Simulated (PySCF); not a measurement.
Atom-mapped SMILES (the numbers label the heavy atoms): `[O:1]=[C:2]([OH:3])[c:4]1[cH:5][cH:6][cH:7][cH:8][c:9]1[F:10]` (H(Xn): hydrogen on atom n).

Geometry: PBE0-D3(BJ)/def2-TZVP; GIAO shifts from PySCF, gas phase, non-relativistic, averaged over equivalent atoms.

At KT3/pcSseg-2 (430 basis functions):
```tsv
atoms	δ (ppm)
O1	377.8
O3	207.9
C9	165.9
C2	162.2
C5	133.7
C7	132.9
C6	120.9
C8	114.9
C4	114.7
F10	-115.7
H(C5)	8.44
H(C7)	7.54
H(C6)	7.21
H(C8)	7.11
H(O3)	6.30
```

References, each an isolated molecule treated in the same way: ¹⁷O (σ = 325.30 ppm) against H2O; ¹³C (σ = 183.24 ppm), ¹H (σ = 31.63 ppm) against TMS; ¹⁹F (σ = 145.48 ppm) against CFCl3.

Task: Predict the values at wB97X-D/pcSseg-2 on the same geometry.

Result: 
| atoms | δ at wB97X-D/pcSseg-2 | change |
| --- | --- | --- |
| O1 | 403.6 | +25.8 |
| O3 | 206.0 | -1.9 |
| C9 | 178.4 | +12.5 |
| C2 | 176.4 | +14.2 |
| C5 | 148.6 | +14.9 |
| C7 | 147.8 | +14.9 |
| C6 | 133.1 | +12.2 |
| C8 | 126.9 | +12.0 |
| C4 | 126.7 | +12.0 |
| F10 | -99.5 | +16.2 |
| H(C5) | 8.83 | +0.39 |
| H(C7) | 7.89 | +0.35 |
| H(C6) | 7.52 | +0.31 |
| H(C8) | 7.41 | +0.30 |
| H(O3) | 6.63 | +0.33 |

δ = σ(ref) − σ, references computed at the same level: ¹⁷O (σref 328.24) vs H2O; ¹³C (σref 186.29) and ¹H (σref 31.63) vs TMS; CFCl3 for ¹⁹F (σref 184.95).

The largest change is at O1 (carbonyl oxygen). Cost: 430 basis functions. The order of the carbon signals is the same at both levels.

Hydrogen bonding in solution deshields acid and N–H amide carbonyl carbons by as much as 10 ppm beyond these values. Unscaled 19F shifts against computed CFCl3 carry errors that often reach 10 to 50 ppm. Unscaled 17O shifts of doubly bonded oxygen tend to come out too high, by tens of ppm or more. Experimental scales use liquid or dissolved standards, which lie at an offset from isolated H2O (liquid H2O: subtract about 36 ppm).
